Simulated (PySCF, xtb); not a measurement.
Relaxing a trial structure of AsGeH

The starting geometry of this gas-phase singlet has its atoms placed at random.

| atom | x (Å) | y (Å) | z (Å) |
| --- | --- | --- | --- |
| As | 1.4371 | -0.2243 | 0.9379 |
| Ge | -0.6809 | 0.1204 | 0.3349 |
| H | -0.0517 | -0.2536 | -1.0138 |

Question: One run relaxed it with r2SCAN-D4/def2-SVP. What is a likely outcome?

Answer: It ends as a structure given below by its coordinates. Distances that change by over a tenth: Ge2–H3 (1.53 → 1.97 Å). Contacts that close: As1–H3 (2.45 → 1.60 Å).

The energy falls by 1.02 eV over 11 steps:

```csv
step,E − E(last) (eV)
1,1.019
2,0.895
3,0.554
4,0.115
5,0.078
7,0.007
8,0.001
9,0.000
10,0.000
11,0.000
```

Final geometry (Å):

| atom | x (Å) | y (Å) | z (Å) |
| --- | --- | --- | --- |
| As | 1.2723 | -0.2622 | 0.5461 |
| Ge | -0.9092 | 0.2071 | 0.5437 |
| H | 0.4201 | -0.3183 | -0.8077 |

From the same start GFN2-xTB reaches the same bonding as this run.

From so rough a start the end depends on the optimiser's path, so another program may land elsewhere. No frequencies were run, so the end isn't proven a minimum. Run with PySCF 2.14.0, 56 s on 2 threads of Intel(R) Xeon(R) Platinum 8259CL CPU @ 2.50GHz (Skylake/Cascade Lake) (shared host).
